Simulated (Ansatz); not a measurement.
Mulliken charges of `OC(O)(Br)I` from PBE/def2-TZVPP in Ansatz (PBE0-D4/def2-TZVP geometry).

| atom | x (Å) | y (Å) | z (Å) | charge (e) |
| --- | --- | --- | --- | --- |
| O1 | -0.717 | 0.148 | 0.988 | -0.215 |
| C2 | -0.052 | 0.131 | -0.200 | 0.184 |
| O3 | 0.901 | -0.839 | -0.284 | -0.209 |
| Br4 | -1.266 | -0.220 | -1.700 | -0.098 |
| I5 | 0.801 | 2.126 | -0.393 | -0.072 |
| H6 | -1.134 | -0.718 | 1.105 | 0.201 |
| H7 | 1.528 | -0.697 | 0.438 | 0.207 |

**Question.** By hand: the dipole of these point charges (1 e Å = 4.8032 D).

**Answer.** Σ q r = (0.111, -0.252, 0.318) e Å, of length 0.421 e Å = 2.02 D.

**Question.** How does the dipole of the full density compare? (Best estimate.)

**Answer.** Ansatz gave: (0.101, -0.292, 0.362) e Å, 2.29 D; the point charges give 0.88 times that, at 3° from its direction.

Point charges leave out the atoms' own dipoles, such as those of lone pairs, and Mulliken's split depends on the basis, so the close match here is no proof of good charges.
